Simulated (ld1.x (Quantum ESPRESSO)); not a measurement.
## Varying the TM potential for iodine

Base potential:

- Element: I
- Generator: ld1.x (Quantum ESPRESSO) 7.5
- Type: norm-conserving Troullier–Martins (Kleinman–Bylander form)
- Functional: PBE
- Relativity: scalar-relativistic
- Frozen core: [Kr] 4d10
- Valence charge: 7
- Reference configuration: 5s2 5p4.5 (charge +0.5)
- Partial waves: 5p (bound): rc 2.10 bohr; 5d channel at 0.35 Ry: rc 1.60 bohr; 5s (bound): rc 1.75 bohr
- Local potential: the s channel
- Core correction: a·sin(br)/r model core, default radius (core density twice the valence density)

Cutoffs, loose and tight: the cutoffs (Ry, on a coarse ladder) from which the occupation-weighted sum of valence levels, in a spherical-Bessel basis at the reference potential, stays within 10 and 1 mRy of its value at 400 Ry. They do not see the model core or the augmentation charge, which bear on the density cutoff. Test errors are all-electron minus pseudo excitation energies from the reference, over the configurations 5s2 5p5; 5s2 5p4; 5s2 5p3; 5s2 5p1; 5s1 5p6; 5s1 5p5; 5s2 5p2. A dash means not determined; rows that change the core or the reference have their own tests.

A true bound ghost makes a file unfit for plane-wave use even where its test errors are small: the radial tests pick states by their node count and pass the ghost by.

| change | outcome | cutoff, loose | cutoff, tight | bound ghosts | largest test error (meV) |
| --- | --- | --- | --- | --- | --- |
| base | generated | 35 Ry | 55 Ry | d | -123 |
| all radii but the core radius scaled by about 0.75 (s 1.32, p 1.58, d 1.20 bohr) | generated | 80 Ry | 200 Ry | p, d | -90 |
| all radii but the core radius scaled by about 0.87 (s 1.52, p 1.82, d 1.38 bohr) | generated | 35 Ry | 70 Ry | d | -119 |
| all radii but the core radius scaled by about 0.92 (s 1.62, p 1.94, d 1.48 bohr) | generated | 35 Ry | 60 Ry | d | -120 |
| all radii but the core radius scaled by about 1.11 (s 1.94, p 2.34, d 1.78 bohr) | generated | 30 Ry | 50 Ry | d | -140 |
| all radii but the core radius scaled by about 1.19 (s 2.08, p 2.50, d 1.90 bohr) | generated | 30 Ry | 45 Ry | d | -146 |
| all radii but the core radius scaled by about 1.28 (s 2.24, p 2.68, d 2.04 bohr) | generated | 25 Ry | 35 Ry | none | -167 |

(1) What comes out with this change to the base: all radii but the core radius scaled by about 1.40 (s 2.44, p 2.94, d 2.24 bohr)?

Results:

(1) outcome: generated; cutoff, loose: 18 Ry; cutoff, tight: 30 Ry; bound ghosts: none; largest test error (meV): -221.

Reading the sweep of the scale of all radii but the core radius (base = 1) (base included, trends over the rows without a ghost): Bound ghosts are found at 0.75, 0.87, 0.92, 1, 1.11, 1.19.
